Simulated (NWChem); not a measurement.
System: C$_{3}$H$_{3}$BFN; SMILES FB1C=CC=N1

All runs: NWChem. Geometry: optimised at B3LYP/6-31G* (spherical d). Level M06-2X/def2-SVP: energy and gradient on several grids; changes count from the extra-fine grid, which is no exact limit either.

| grid | size of the energy change (μHa) | largest change of a gradient component (μHa/bohr) | time, medium = 1 (rough) |
|---|---|---|---|
| xcoarse | 1000 | 2000 | about 1 |
| coarse | 100 | 500 | about 1 |
| medium | 30 | 300 | about 1 |
| fine | < 10 | 50 | about 1 |
| xfine | < 10 | < 30 | 2 |
